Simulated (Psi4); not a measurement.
C4H3O (SMILES [c-]1ccoc1), charge -1, singlet, geometry from GFN2-xTB (a gas-phase anion, which may not be bound at this level); PBE0/6-31G* run with Psi4.

Input for Psi4:
```
memory 2 GB

molecule mol {
-1 1
  O     0.003314   -0.000725    1.150856
  C    -0.004809    1.109162    0.264486
  C     0.006188   -1.058636    0.303081
  C    -0.007157    0.814847   -1.065555
  C     0.000394   -0.645473   -0.989758
  H    -0.008079    2.061582    0.790059
  H     0.012447   -2.041602    0.763395
  H     0.001421   -1.333575   -1.833820
}

set basis 6-31g*
set reference rks
set dft_radial_scheme becke

energy('pbe0')
print_variables()
```

The log (banner, timings and long lists left out):

```
   => Loading Basis Set <=

    Name: 6-31G*
    Role: ORBITAL
    Keyword: BASIS

         ---------------------------------------------------------
                                   SCF
               by Justin Turney, Rob Parrish, Andy Simmonett
                          and Daniel G. A. Smith
                              RKS Reference
         ---------------------------------------------------------

  ==> Geometry <==

    Molecular point group: c1
    Full point group: C1

    Geometry (in Angstrom), charge = -1, multiplicity = 1:

       Center              X                  Y                   Z               Mass
    ------------   -----------------  -----------------  -----------------  -----------------
         O            0.003400044351    -0.020172345262     1.146792464788    15.994914619570
         C           -0.004722955649     1.089714654738     0.260422464788    12.000000000000
         C            0.006274044351    -1.078083345262     0.299017464788    12.000000000000
         C           -0.007070955649     0.795399654738    -1.069618535212    12.000000000000
         C            0.000480044351    -0.664920345262    -0.993821535212    12.000000000000
         H           -0.007992955649     2.042134654738     0.785995464788     1.007825032230
         H            0.012533044351    -2.061049345262     0.759331464788     1.007825032230
         H            0.001507044351    -1.353022345262    -1.837883535212     1.007825032230

  Running in c1 symmetry.

  Rotational constants: A =      0.32888  B =      0.31637  C =      0.16125 [cm^-1]
  Rotational constants: A =   9859.52803  B =   9484.44188  C =   4834.17422 [MHz]
  Nuclear repulsion =  150.781891557253516

  Charge       = -1
  Multiplicity = 1
  Electrons    = 36
  Nalpha       = 18
  Nbeta        = 18

  ==> Algorithm <==

  SCF Algorithm Type is DF.
  DIIS enabled.
  MOM disabled.
  Fractional occupation disabled.
  Guess Type is SAD.
  Energy threshold   = 1.00e-06
  Density threshold  = 1.00e-06
  Integral threshold = 1.00e-12

  ==> Primary Basis <==

  Basis Set: 6-31G*
    Blend: 6-31G*
    Number of shells: 36
    Number of basis functions: 81
    Number of Cartesian functions: 81
    Spherical Harmonics?: false
    Max angular momentum: 2

  ==> DFT Potential <==

   => LibXC <=

    Version 7.1.2
    S. Lehtola, C. Steigemann, M. J. T. Oliveira, and M. A. L. Marques,  SoftwareX 7, 1–5 (2018) (10.1016/j.softx.2017.11.002)

   => Composite Functional: PBE0 <=

    PBE0 Hyb-GGA Exchange-Correlation Functional

    C. Adamo and V. Barone,  J. Chem. Phys. 110, 6158 (1999) (10.1063/1.478522)
    M. Ernzerhof and G. E. Scuseria,  J. Chem. Phys. 110, 5029 (1999) (10.1063/1.478401)

    Deriv               =              1
    GGA                 =           TRUE
    Meta                =          FALSE

    Exchange Hybrid     =           TRUE
    MP2 Hybrid          =          FALSE

   => Exchange Functionals <=

    0.7500   Perdew, Burke & Ernzerhof

   => Exact (HF) Exchange <=

    0.2500               HF

   => Correlation Functionals <=

    1.0000   Perdew, Burke & Ernzerhof

   => LibXC Density Thresholds  <==

    XC_HYB_GGA_XC_PBEH:  1.00E-15

   => Molecular Quadrature <=

    Radial Scheme          =          BECKE
    Pruning Scheme         =           NONE
    Nuclear Scheme         =       TREUTLER

    Blocking Scheme        =         OCTREE
    BS radius alpha        =              1
    Pruning alpha          =              1
    Radial Points          =             75
    Spherical Points       =            302
    Total Points           =         149068
    Total Blocks           =           1145
    Max Points             =            256
    Max Functions          =             81
    Weights Tolerance      =       1.00E-15

   => Loading Basis Set <=

    Name: (6-31G* AUX)
    Role: JKFIT
    Keyword: DF_BASIS_SCF

  ==> Integral Setup <==

  SCF_SUBTYPE=INCORE selected. In-core MEM_DF algorithm will be used.
  Using in-core AOs.

  ==> MemDFJK: Density-Fitted J/K Matrices <==

    J tasked:                   Yes
    K tasked:                   Yes
    wK tasked:                   No
    Algorithm:                 Core
    Schwarz Cutoff:           1E-12
    Mask sparsity (%):       0.0914
    Fitting Condition:        1E-10

   => Auxiliary Basis Set <=

  Basis Set: (6-31G* AUX)
    Blend: CC-PVDZ-JKFIT
    Number of shells: 147
    Number of basis functions: 480
    Number of Cartesian functions: 480
    Spherical Harmonics?: false
    Max angular momentum: 3

  Minimum eigenvalue in the overlap matrix is 1.9285105081E-03.
  Reciprocal condition number of the overlap matrix is 2.5855378917E-04.
    Using symmetric orthogonalization.

  ==> Pre-Iterations <==

  SCF Guess: Superposition of Atomic Densities via on-the-fly atomic UHF (no occupation information).

   -------------------------
    Irrep   Nso     Nmo
   -------------------------
     A         81      81
   -------------------------
    Total      81      81
   -------------------------

  ==> Iterations <==

                           Total Energy        Delta E     RMS |[F,P]|

   @DF-RKS iter SAD:  -228.66552189165054   -2.28666e+02   0.00000e+00
   @DF-RKS iter   1:  -228.76876206266434   -1.03240e-01   9.15464e-03 ADIIS/DIIS
   @DF-RKS iter   2:  -228.58185538468774    1.86907e-01   1.14579e-02 ADIIS/DIIS
   @DF-RKS iter   3:  -229.05534080697501   -4.73485e-01   3.10117e-03 ADIIS/DIIS
   @DF-RKS iter   4:  -229.08330147234483   -2.79607e-02   1.12957e-03 ADIIS/DIIS
   @DF-RKS iter   5:  -229.08665015952806   -3.34869e-03   3.13081e-04 ADIIS/DIIS
   @DF-RKS iter   6:  -229.08689531140587   -2.45152e-04   1.12427e-04 ADIIS/DIIS
   @DF-RKS iter   7:  -229.08693051832648   -3.52069e-05   1.84773e-05 DIIS
   @DF-RKS iter   8:  -229.08693149174979   -9.73423e-07   8.34351e-06 DIIS
   @DF-RKS iter   9:  -229.08693172891859   -2.37169e-07   6.17788e-07 DIIS
  Energy and wave function converged.

  ==> Post-Iterations <==

   Electrons on quadrature grid:
      Ntotal   =   36.0000071235 ; deviation = 7.124e-06

    Orbital Energies [Eh]
    ---------------------

    Doubly Occupied:

[...]
    Virtual:

[...]
    Final Occupation by Irrep:
              A
    DOCC [    18 ]
    NA   [    18 ]
    NB   [    18 ]

  @DF-RKS Final Energy:  -229.08693172891859

   => Energetics <=

    Nuclear Repulsion Energy =            150.7818915572535161
    One-Electron Energy =                -617.1695039738658579
    Two-Electron Energy =                 261.0942447138449438
    DFT Exchange-Correlation Energy =     -23.7935640261511772
    Empirical Dispersion Energy =           0.0000000000000000
    VV10 Nonlocal Energy =                  0.0000000000000000
    Total Energy =                       -229.0869317289185858

Computation Completed

Properties will be evaluated at   0.000000,   0.000000,   0.000000 [a0]

Properties computed using the SCF density matrix

 Multipole Moments:

 ------------------------------------------------------------------------------------
     Multipole            Electronic (a.u.)      Nuclear  (a.u.)        Total (a.u.)
 ------------------------------------------------------------------------------------

 L = 1.  Multiply by 2.5417464519 to convert [e a0] to [Debye]
 Dipole X            :          0.0029862            0.0056853            0.0086716
 Dipole Y            :          0.2238713           -1.2862460           -1.0623747
 Dipole Z            :          1.4287923           -0.2687526            1.1600397
 Magnitude           :                                                    1.5730249

 ------------------------------------------------------------------------------------

  Variable Map:
  ----------------------------------------------------------------------------
[...]
  Array Variable Map:
  ----------------------------------------------------------------------------
[...]
[...]
```
